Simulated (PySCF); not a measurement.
Effect of structural changes

Method used: PySCF 2.14.0, TDDFT B3LYP/def2-SVPD circular dichroism and optical rotation, one conformer, gas phase. Geometry: GFN2-xTB.

Each molecule in one low-energy conformer. The parent is C[C@@H]1C[P@@]1(=O)C1CC1.

The molecule is flexible and this is one conformer; a measurement averages over conformers.

(1) How does the specific rotation at 589.3 nm (origin-invariant length gauge) change along this series?
- C[C@@H]1C[P@@]1(=O)C1CC1 (base)
- C[C@@H]1C[P@]1(=O)C1CC1 (diastereomer)

Answers

(1) 
```tsv
molecule	[α]589 (deg dm⁻¹ (g/mL)⁻¹)	S1 (eV)	R(S1), velocity form (10⁻⁴⁰ esu² cm²)
C[C@@H]1C[P@@]1(=O)C1CC1	-51.1	5.85	-6.5
C[C@@H]1C[P@]1(=O)C1CC1	-19.2	5.95	+13.4
```
The specific rotation at 589.3 nm (origin-invariant length gauge) is lowest for C[C@@H]1C[P@@]1(=O)C1CC1 and highest for C[C@@H]1C[P@]1(=O)C1CC1.
